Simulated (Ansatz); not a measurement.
Species: CHNO, charge 0, singlet. CHNO (isocyanic acid, SMILES N=C=O).
B3LYP-D3(BJ)/def2-TZVP minimum from Ansatz (a first-principles code):
```
C
O 1 1.1640
N 1 1.2097 2 172.93
H 3 1.0049 1 125.93 2 -180.00
```

Total energies in cc-pVDZ, 16 correlated electrons, 3 frozen orbitals. UHF or UKS for unpaired electrons; spin-orbit terms are left out. Cores are frozen in correlated methods. No relativity.

| method | program | energy (Eh) | minus CCSDTQ (mEh) |
|---|---|---|---|
| HF | Ansatz | -167.77862 | 490.20 |
| MP2 | Ansatz | -168.24399 | 24.83 |
| CCSD | Ansatz | -168.24812 | 20.70 |
| CCSD(T) | Ansatz | -168.26675 | 2.07 |
| CCSDT(Q) | Ansatz | -168.26910 | -0.28 |
| CCSDTQ | Ansatz | -168.26882 | 0.00 |

Rough core times of Ansatz's runs on a shared machine: CCSD(T) under 20 s, CCSDT(Q) 40 s.
